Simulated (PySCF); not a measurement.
# Ionising RbSi

PBE0; PySCF, scalar-relativistic core potentials, basis sets Rb def2-SVPD with ECP28, Si def2-SVPD. Neutral (UKS): quartet (σ ↑, π ↑↑), Re = 3.215 Å, ωe = 174 cm⁻¹, De = 1.57 eV, HOMO -3.75 eV, LUMO -1.49 eV.

RbSi⁺ (UKS): triplet (σ ↑, π ↑), Re = 3.850 Å, ωe = 78.6 cm⁻¹, De = 0.29 eV to Rb⁺ + Si. The energies at the minima are -313.29211 hartree for RbSi and -313.09064 for RbSi⁺.

**Question.** Work out the adiabatic ionisation energy, without and with harmonic zero-point energies (1 hartree = 27.2114 eV, 1 eV = 8065.5 cm⁻¹), and the change of the bond length.

**Answer.** At PBE0: 0.20147 hartree = 5.482 eV between the minima; the zero-point term (78.6 − 174.0)/2 cm⁻¹ = -0.006 eV makes it 5.476 eV. Re changes by +63.5 pm against the neutral. The electron leaves a π orbital, and the ion is left as a loose complex of an ion and an atom.

Weak bonds: RbSi⁺. Basis-set superposition, not corrected here, can be much of De in a small basis, most of all at correlated wavefunction levels. Spin–orbit coupling is left out. For an ion De counts to the pair picked by the measured ionisation energies or electron affinities, which need not be the lowest pair at this level. States were picked by a PBE0 search and need not be the measured ground states.
